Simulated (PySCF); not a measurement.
**Spinor energies of Rh(39+) (rhodium, charge +39)**

Start: [He] 2s2 2p2; 2p1/2 filled at m_j = -1/2, +1/2. Calculated with PySCF 2.14 in an even-tempered Gaussian basis (17 s from 18 bohr⁻², ratio 2.4; 12 p from 24 bohr⁻², ratio 2.4; 5 d from 80 bohr⁻², ratio 2.6; 4 f from 120 bohr⁻², ratio 2.6): generalised Hartree-Fock with the X2C-1e Hamiltonian and a Gaussian nucleus; one run each with spin-orbit coupling (SO) switched off, then screened by Boettger's factors.

```tsv
spinor shell	electrons	ε, spin-free (eV)	ε, screened SO (eV)	weight of nominal j (screened SO)	rms radius, screened SO (bohr)
1s1/2	2	-26478.2	-26466.2	1.000	0.0372
2s1/2	2	-6088.8	-6085.1	1.000	0.146
2p1/2	2	-5866.6	-5954.6	1.000	0.125
```

```json
{"quantity": "E (hartree)", "spin-free": "-2971.34643", "screened SO": "-2978.73850"}
{"quantity": "M_J", "spin-free": "0", "screened SO": "0"}
{"quantity": "⟨J²⟩", "spin-free": "2.000", "screened SO": "0.000"}
{"quantity": "⟨L²⟩", "spin-free": "2.000", "screened SO": "1.333"}
{"quantity": "⟨S²⟩", "spin-free": "2.000", "screened SO": "1.333"}
```

Breit and QED terms are absent; they matter most for the inner s and p1/2 levels.

Densities and radii are taken from the X2C orbitals without a picture-change correction, which distorts them close to the nucleus.

Without spin-orbit coupling the j labels of p, d and f shells carry no meaning; the spin-free column gives the mean over the occupied spinors of each nl shell.
